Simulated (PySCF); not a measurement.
First SCF of a structure search on triplet ZrO₂, at a hand-made end-on geometry. PySCF input:

```python
from pyscf import gto, scf, dft
mol = gto.M(atom='''
Zr     0.000000     0.000000     0.000000
O      0.000000     0.000000     2.235100
O      1.252800     0.000000     2.955100''',
    basis={'Zr': 'def2-TZVP', 'O': 'def2-TZVP'},
    ecp={'Zr': 'def2-TZVP'},
    charge=0, spin=2)
mf = dft.UKS(mol, xc='PBE')
mf.grids.atom_grid = (50, 194)
aux = {'Zr': 'def2-universal-JKFIT', 'O': 'def2-universal-JKFIT'}
mf = mf.density_fit(auxbasis=aux)
mf.conv_tol = 1e-08
mf.diis_space = 10
mf.max_cycle = 60
mf.init_guess = 'minao'
mf.verbose = 4
mf.kernel()
```

Excerpt of the output (cycles alone):

```
init E= -191.937377436016
cycle= 1 E= -192.32286085064  delta_E= -0.385  |g|= 2.57  |ddm|=  3.4
cycle= 2 E= -157.24115963943  delta_E= 35.1  |g|= 5.67  |ddm|= 9.75
cycle= 3 E= -194.403303737726  delta_E= -37.2  |g|=  2.1  |ddm|=  9.2
cycle= 4 E= -196.548658564965  delta_E= -2.15  |g|= 0.75  |ddm|= 1.79
cycle= 5 E= -186.943454350225  delta_E= 9.61  |g|= 4.17  |ddm|=  2.8
cycle= 6 E= -188.838569187201  delta_E= -1.9  |g|= 3.83  |ddm|= 0.303
cycle= 7 E= -188.078208393145  delta_E= 0.76  |g|= 3.99  |ddm|= 0.128
cycle= 8 E= -188.72829661836  delta_E= -0.65  |g|= 3.88  |ddm|= 0.174
cycle= 9 E= -192.351457186297  delta_E= -3.62  |g|= 2.69  |ddm|= 1.19
cycle= 10 E= -192.488211202618  delta_E= -0.137  |g|= 2.62  |ddm|= 0.108
cycle= 11 E= -192.333946413056  delta_E= 0.154  |g|= 2.69  |ddm|= 0.0611
cycle= 12 E= -192.809235934091  delta_E= -0.475  |g|= 2.46  |ddm|= 0.242
cycle= 13 E= -192.894053824208  delta_E= -0.0848  |g|= 2.34  |ddm|= 0.353
... 19 lines left out ...
cycle= 33 E= -197.225545340273  delta_E= -0.00368  |g|= 0.0299  |ddm|= 0.0482
cycle= 34 E= -197.226082246946  delta_E= -0.000537  |g|= 0.00797  |ddm|= 0.0348
cycle= 35 E= -197.226115899368  delta_E= -3.37e-05  |g|= 0.00288  |ddm|= 0.00488
cycle= 36 E= -197.226119586737  delta_E= -3.69e-06  |g|= 0.00148  |ddm|= 0.00141
cycle= 37 E= -197.226120948857  delta_E= -1.36e-06  |g|= 0.000285  |ddm|= 0.00131
cycle= 38 E= -197.226120846668  delta_E= 1.02e-07  |g|= 0.000465  |ddm|= 0.000494
cycle= 39 E= -197.226120984078  delta_E= -1.37e-07  |g|= 1.39e-05  |ddm|= 0.000417
cycle= 40 E= -197.22612098429  delta_E= -2.12e-10  |g|= 4.34e-06  |ddm|= 4.87e-05
Extra cycle  E= -197.22612098378  delta_E= 5.1e-10  |g|= 2.95e-05  |ddm|= 2.96e-05
converged SCF energy = -197.22612098378  <S^2> = 2.5283281  2S+1 = 3.3336635
```

No lower solution of this spin was found from smeared starts or by a stability analysis within the unrestricted form.

Open d and f shells are described by one determinant, and the ground state may have another occupation or spin.

The search for the lowest solution, 3 starts and the stability check together, took 28 s on 2 threads of a shared Arm Neoverse V2 host, with 102 basis functions; the process peaked at 0.38 GiB. Launch command: `OMP_NUM_THREADS=2 python axn.py task.json out`.
